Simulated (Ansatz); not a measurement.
Gas-phase electronic energies from Ansatz, PBE0-D4/def2-TZVP geometries. CBS: MP2 limit from def2 TZ/QZ plus the TZ coupled-cluster correction, frozen cores. This one scheme is used for every species. DFT in def2-TZVPP. One conformer a species, not always the lowest.

`F[CH]([SiH3])[AlH][SiH3]` + `[SiH3]P` → `[SiH3]P[SiH3]` + `F[CH]([AlH2])[SiH3]`  (cleavage of the Si–Al bond)

`F[CH]([SiH3])[AlH][SiH3]`:

```xyz
13

F    -0.256    1.426   -2.416
C    -0.504    0.777   -1.190
Si   -0.181    1.975    0.237
Al    0.534   -0.900   -1.010
Si    0.224   -2.136    1.090
H    -1.577    0.532   -1.153
H    -0.923    3.251    0.067
H    -0.617    1.296    1.488
H     1.274    2.272    0.342
H     1.539   -1.323   -2.161
H     0.527   -3.590    0.967
H    -1.170   -2.002    1.602
H     1.130   -1.577    2.136
```

`[SiH3]P`:

Z-matrix (Å, degrees):
```
Si
P 1 2.255
H 1 1.487 2 113.9
H 1 1.486 2 108.0 3 -121.2
H 1 1.486 2 108.0 3 121.2
H 2 1.421 1 93.8 3 -46.7
H 2 1.421 1 93.8 3 47.0
```

`[SiH3]P[SiH3]`:

Z-matrix (Å, degrees):
```
Si
P 1 2.250
H 1 1.487 2 113.6
H 1 1.486 2 108.7 3 121.5
H 1 1.486 2 107.4 3 -120.5
Si 2 2.250 1 95.8 3 47.4
H 2 1.422 1 94.6 3 -47.7
H 6 1.487 2 113.6 1 -47.4
H 6 1.486 2 108.7 1 -169.0
H 6 1.486 2 107.4 1 73.1
```

`F[CH]([AlH2])[SiH3]`:

Z-matrix (Å, degrees):
```
C
Al 1 1.978
Si 1 1.890 2 114.1
F 1 1.412 2 110.8 3 123.4
H 1 1.101 2 108.9 3 -118.7
H 2 1.587 1 117.4 3 62.1
H 2 1.582 1 119.9 3 -117.0
H 3 1.488 1 107.5 2 -62.8
H 3 1.488 1 110.3 2 55.6
H 3 1.486 1 111.5 2 176.6
```

CCSD(T)/CBS gives -19.9 kJ/mol.

Task: Another level gave -16.7 kJ/mol. Which?
A. ωB97M-V/def2-TZVPP
B. PBE-D4/def2-TZVPP
C. CCSD(T)/def2-TZVPP
D. MP2/def2-TZVPP

Result: C. CCSD(T)/def2-TZVPP -16.7, MP2/def2-TZVPP -26.8, PBE-D4 -12.3, ωB97M-V -22.6 kJ/mol.

Largest T1 diagnostic among the species: 0.013.

From PBE to PBE0 (25 % exact exchange), in def2-TZVPP and without D4, ΔE moves by −3.2 kJ/mol. The D4 term adds −3.4 kJ/mol with B3LYP and −1.4 kJ/mol with PBE0; it sums over pairs of atoms, weighted by their polarisabilities, and B3LYP, whose exchange is more repulsive, gets the larger term.

B3LYP here is the variant with VWN-RPA as its local correlation; programs differ in this.
